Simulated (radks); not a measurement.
Species: Sc14+. Configuration: [He] 2s2 2p3.

All-electron calculation, non-relativistic Kohn-Sham, PBEsol, spin-polarised, spherical densities, point nucleus; open shells are filled with parallel spins first. Program: a radial shooting solver on a logarithmic mesh with Libxc functionals.

Energy parts (hartree):
| part | energy |
|---|---|
| total | -629.45040 |
| kinetic | 629.19711 |
| electron-nucleus | -1340.63573 |
| Hartree | 105.82354 |
| exchange-correlation | -23.83532 |

Orbitals (lengths in bohr, moments of r in powers of bohr; <r^-3> diverges for s and p1/2):
| orbital | occ. | eigenvalue (hartree) | <r^-3> |
|---|---|---|---|
| 1s up | 1 | -182.0994 | - |
| 1s down | 1 | -181.6535 | - |
| 2s up | 1 | -34.93179 | - |
| 2s down | 1 | -34.13498 | - |
| 2p up | 3 | -32.66730 | 262.4 |
| 2p down | 0 | -31.71147 | 257.2 |
| 3s up | 0 | -13.59318 | - |
| 3s down | 0 | -13.39852 | - |
| 3p up | 0 | -12.88170 | 63.41 |
| 3p down | 0 | -12.66388 | 62.37 |

The highest occupied level is 2p up at -888.92 eV. Virial ratio -V/T = 2.00040. The density falls to 0.001 e/bohr^3 at r = 1.00 bohr. Summed over all electrons, <r^2> = 0.5456 bohr^2, which gives a Langevin (diamagnetic) susceptibility term of -0.432 x 10^-6 cm^3/mol.
